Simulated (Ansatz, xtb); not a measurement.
# Isomers of C3H2F4O in order of energy

5 gas-phase structures of C3H2F4O, from a drawn sample of its isomers (lower ones may exist). Each was relaxed with GFN2-xTB; where two conformers were screened, the lower at r2SCAN-D4/def2-SVP is listed:

A. `O=C[C@H](F)C(F)(F)F`, a singlet
B. `FC(F)[C@@]1(F)O[C@@H]1F`, a singlet
C. `FC(F)(F)[C@]1(F)CO1`, a singlet
D. `F[C@@H]1O[C@H]1C(F)(F)F`, a singlet
E. `FC[C@]1(F)OC1(F)F`, a singlet

Question: Which do you expect lowest at r2SCAN-D4/def2-SVP, and how would the others follow?

Answer: Calculated order at r2SCAN-D4/def2-SVP: A (0.0), D (9.9), C (11.3), E (21.2), B (21.4) kcal/mol. Less than 1 kcal/mol parts E and B, so the order within that pair means little.

Energies above the lowest of each column, in kcal/mol; the last columns are at PBE0-D3(BJ)/def2-SVP geometries and were run for some of them only (a dash: not run or not comparable):

```
structure  GFN2-xTB  HF/STO-3G  r2SCAN-D4/def2-SVP  PBE0-D3(BJ)/def2-SVP  CCSD(T)/def2-SVP + ΔMP2/def2-TZVPP
        A       5.3        0.0                 0.0                   0.0                                 0.0
        D       0.0        1.3                 9.9                   8.3                                12.5
        C       3.8        2.9                11.3                  10.2                                14.3
        E       4.3        7.0                21.2                     –                                   –
        B       8.0       11.2                21.4                     –                                   –
```

CCSD(T)/def2-SVP + ΔMP2/def2-TZVPP puts A lowest of those it was run on; GFN2-xTB picks D. Some further structures that were screened fall inside this span and aren't listed. Flexible structures stand in one conformer each, not always the lowest. Frequencies (GFN2-xTB) were run for A, C, D alone. ΔMP2 is the change of the MP2 energy from the smaller to the larger basis.

Over these structures GFN2-xTB departs from r2SCAN-D4/def2-SVP by 5.9 kcal/mol on average once a common shift is removed. A GFN2-xTB relaxation took about 0.054 s and the r2SCAN-D4/def2-SVP energy about 2.1 s on a shared host (Ansatz 0.2.0, xtb 6.7.1).
